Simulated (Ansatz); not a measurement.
`[SiH3]CS[SiH3]` → `C[SiH2][SiH2]S`  (isomerisation)

Isolated molecules relaxed with PBE0-D4/def2-TZVP in Ansatz; ΔE leaves out vibrations. CBS: MP2 limit from def2 TZ/QZ plus the TZ coupled-cluster correction, frozen cores. Functionals use def2-TZVPP. Each species was taken in one conformer, which may not be the lowest.

`[SiH3]CS[SiH3]`:

```xyz
12

Si   -0.086   -1.884    0.003
C    -0.444   -0.354   -1.032
S     0.970    0.806   -0.985
Si    0.450    1.980    0.710
H     0.153   -1.493    1.414
H     1.119   -2.562   -0.537
H    -1.242   -2.823   -0.052
H    -1.362    0.152   -0.723
H    -0.574   -0.628   -2.081
H     1.500    3.022    0.810
H    -0.887    2.602    0.511
H     0.404    1.182    1.962
```

`C[SiH2][SiH2]S`:

Cartesian coordinates in Å:
```
C -1.383 0.575 -1.105
Si 0.447 0.218 -0.920
Si 0.835 -1.069 0.994
S 0.085 -0.025 2.717
H -1.942 -0.350 -1.268
H -1.568 1.240 -1.951
H -1.770 1.048 -0.200
H 1.212 1.489 -0.758
H 0.982 -0.479 -2.124
H 0.050 -2.332 0.981
H 2.274 -1.417 1.159
H 0.778 1.101 2.476
```

Q: Is it downhill or uphill in electronic energy at CCSD(T)/CBS, and by how much? (Estimate.)

A: The calculation gave: Downhill: ΔE = -63.0 kJ/mol.

Q: What do these levels give: LDA (SPW92), BLYP-D4, r2SCANh, MP2/def2-SVP, CCSD(T)/def2-TZVPP, CCSD/CBS(def2)? (An estimate is asked.)

A: The calculation gave: LDA (SPW92) -71.9, BLYP-D4 -62.4, r2SCANh -71.2, MP2/def2-SVP -58.2, CCSD(T)/def2-TZVPP -63.6, CCSD/CBS(def2) -63.7 kJ/mol.

Largest T1 diagnostic among the species: 0.011.

The D4 term adds +3.1 kJ/mol with B3LYP and +1.3 kJ/mol with PBE0; it sums over pairs of atoms, weighted by their polarisabilities, and B3LYP, whose exchange is more repulsive, gets the larger term. From BLYP to BHLYP (50 % exact exchange), in def2-TZVPP and without D4, ΔE moves by +3.5 kJ/mol. Leaving LDA and LC-ωPBE aside and taking each functional with its dispersion term where it has one, the values, not all of them listed here, spread over 13.2 kJ/mol, from B97M-V to ωB97M-V. LDA lies +3.3 kJ/mol from PBE without D4.

B3LYP here is the variant with VWN-RPA as its local correlation; programs differ in this.
